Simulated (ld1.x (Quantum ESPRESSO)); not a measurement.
# What one change does to a pseudopotential (Os (Z = 76), TM)

* Element: Os
* Generator: ld1.x (Quantum ESPRESSO) 7.5
* Type: norm-conserving Troullier–Martins (Kleinman–Bylander form)
* Functional: PBE
* Relativity: scalar-relativistic
* Frozen core: [Xe] 4f14
* Valence charge: 8
* Reference configuration: 5d6 6s2 6p0
* Partial waves: 6s (bound): rc 2.25 bohr; 6p (bound, empty): rc 3.60 bohr; 5d (bound): rc 1.75 bohr
* Local potential: all-electron potential smoothed inside 3.50 bohr (lloc = -1)
* Core correction: a·sin(br)/r model core inside 1.15 bohr

Change: wave 5d (bound): rc 1.75 bohr becomes 5d (bound): rc 1.56 bohr.

Cutoffs: the cutoffs (Ry, on a coarse ladder) from which the occupation-weighted sum of valence levels, in a spherical-Bessel basis at the reference potential, stays within 10 and 1 mRy of its value at 400 Ry; they do not see the model core or the augmentation charge, which bear on the density cutoff. Errors are all-electron minus pseudo energies relative to the spin-unpolarised reference configuration.

Question: Predict the effect on cutoff, ghosts and configuration errors.

Answer: The potential gets harder (35 Ry and 40 Ry → 35 Ry and 60 Ry); the errors of the 7 common tests hardly move; neither file shows a bound ghost. A smaller radius makes the pseudo-wave follow the all-electron one further in, where it bends more sharply, so more plane waves are needed.

```tsv
quantity	base	changed
cutoff, loose	35 Ry	35 Ry
cutoff, tight	40 Ry	60 Ry
bound ghosts	none	none
error for 5d6 6s1 6p0, meV [ΔE 9.58 eV]	-15	-15
error for 5d6 6s0 6p0, meV [ΔE 26.49 eV]	-66	-66
error for 5d5 6s0 6p0, meV [ΔE 55.34 eV]	-201	-201
error for 5d6.5 6s1.5 6p0, meV [ΔE 0.05 eV]	-21	-21
error for 5d4 6s0 6p0, meV [ΔE 96.82 eV]	-687	-686
error for 5d6 6s1.5 6p0, meV [ΔE 3.91 eV]	-4.1	-4.0
error for 5d5 6s2 6p0, meV [ΔE 11.08 eV]	-78	-78
s: phases at 3.91 bohr within 0.05 rad from the reference energy up to (Ry; the scan ends near 5)	3.3	3.3
p: phases at 3.91 bohr within 0.05 rad from the reference energy up to (Ry; the scan ends near 5)	1.3	1.3
d: phases at 3.91 bohr within 0.05 rad from the reference energy up to (Ry; the scan ends near 5)	0.5	0.5
```
